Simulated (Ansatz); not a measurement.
Start from `O[SiH](Cl)[Si](O)(O)O` and change one atom or group to get `C=C[Si](O)(O)O`.

Ansatz, PBE0-D4/def2-TZVP geometries, multiplicity 1. Each molecule was computed in one conformer, which needn't be the lowest.

```json
{"property": "HOMO energy (PBE0/def2-TZVPP) / eV", "`O[SiH](Cl)[Si](O)(O)O`": "-7.91"}
{"property": "HOMO–LUMO gap (B3LYP/def2-TZVPP) / eV", "`O[SiH](Cl)[Si](O)(O)O`": "7.19"}
{"property": "size of the dipole moment (B3LYP/def2-TZVPP) / D", "`O[SiH](Cl)[Si](O)(O)O`": "1.37"}
{"property": "size of the dipole moment (PBE/def2-TZVPP) / D", "`O[SiH](Cl)[Si](O)(O)O`": "1.36"}
{"property": "LUMO energy (PBE/def2-TZVPP) / eV", "`O[SiH](Cl)[Si](O)(O)O`": "-1.16"}
{"property": "HOMO–LUMO gap (PBE/def2-TZVPP) / eV", "`O[SiH](Cl)[Si](O)(O)O`": "5.45"}
```

(1) What does the change do to each property? (Estimate.)

Results:

(1) Computed: 
```tsv
property	`C=C[Si](O)(O)O`	shift
HOMO energy (PBE0/def2-TZVPP) / eV	-8.07	-0.16
HOMO–LUMO gap (B3LYP/def2-TZVPP) / eV	7.13	-0.06
size of the dipole moment (B3LYP/def2-TZVPP) / D	1.28	-0.09
size of the dipole moment (PBE/def2-TZVPP) / D	1.21	-0.15
LUMO energy (PBE/def2-TZVPP) / eV	-1.47	-0.31
HOMO–LUMO gap (PBE/def2-TZVPP) / eV	5.40	-0.05
```

Dipoles are sizes alone; their direction can turn.

B3LYP here is the variant with VWN-RPA as its local correlation; programs differ in this.
